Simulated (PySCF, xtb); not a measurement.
Cd(F)(SMe) (CH3CdFS), SMILES C[S][Cd][F].

GFN2-xTB in xtb 6.7.1 at its own geometry gives an orbital gap of 2.10 eV and a dipole moment of 2.34 D.

Coordinates come from a B3LYP-D3(BJ)/def2-SVP optimisation. The def2 effective core potentials stand for the cores of Cd; spin–orbit coupling is left out. Other conformers were not sampled.

**Question.** What does HF/def2-TZVPD (PySCF) give? (An estimate is asked for; the answer gives what the named calculation found.)

**Answer.** gap 10.53 eV (levels -9.67 and 0.86 eV), dipole 2.48 D.
